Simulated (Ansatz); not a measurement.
Born–Oppenheimer molecular dynamics of CH6O2Sn (10 atoms, charge 0, multiplicity 1). It starts at the highest image of a converged band, a first-order saddle point between two minima.

Level of theory: RKS PBE0-D4/def2-SVP in Ansatz 0.2.0.

| Item | Value |
| --- | --- |
| ensemble | NVE (velocity Verlet) |
| time step | 0.5 fs |
| steps asked | 200 |
| starting velocities drawn for | 300 K |
| seed | 3306 |

First frame:

```xyz
10
Properties=species:S:1:pos:R:3
Sn -0.670 0.033 1.167
O -0.631 0.023 -0.813
C 0.403 -0.565 -1.549
O 0.646 1.379 1.792
H 0.476 2.255 1.425
H -0.054 -1.435 1.785
H -2.269 0.504 1.529
H 1.301 -0.816 -0.951
H 0.734 0.121 -2.349
H 0.065 -1.499 -2.036
```

Q: How far do the bonds stretch over the last three quarters of this one trajectory? (Pairs bonded in most of those frames.)

A: 
```json
{"bond": "Sn1–O2", "mean (Å)": "1.993", "spread (Å)": "0.050", "shortest": "1.92", "longest": "2.07"}
{"bond": "Sn1–O4", "mean (Å)": "1.985", "spread (Å)": "0.002", "shortest": "1.98", "longest": "1.99"}
{"bond": "Sn1–H6", "mean (Å)": "1.710", "spread (Å)": "0.010", "shortest": "1.69", "longest": "1.73"}
{"bond": "Sn1–H7", "mean (Å)": "1.708", "spread (Å)": "0.049", "shortest": "1.64", "longest": "1.78"}
{"bond": "O2–C3", "mean (Å)": "1.397", "spread (Å)": "0.017", "shortest": "1.36", "longest": "1.43"}
{"bond": "C3–H8", "mean (Å)": "1.109", "spread (Å)": "0.006", "shortest": "1.10", "longest": "1.12"}
{"bond": "C3–H9", "mean (Å)": "1.107", "spread (Å)": "0.011", "shortest": "1.09", "longest": "1.13"}
{"bond": "C3–H10", "mean (Å)": "1.111", "spread (Å)": "0.020", "shortest": "1.08", "longest": "1.14"}
{"bond": "O4–H5", "mean (Å)": "0.966", "spread (Å)": "0.020", "shortest": "0.94", "longest": "0.99"}
```

Mean temperature of the second half: 188 K. The conserved energy stayed within 0.15 meV per atom of its start (net change 0.11 meV per atom), so the integration is sound. A run of 0.1 ps of so small a system gives no equilibrium averages. The orbitals stay closed-shell, which can raise the energy where a bond breaks towards radicals; this wasn't checked here.

The run took 16 min on 2 threads of Arm Neoverse N1 (shared host), peak memory 0.23 GiB.
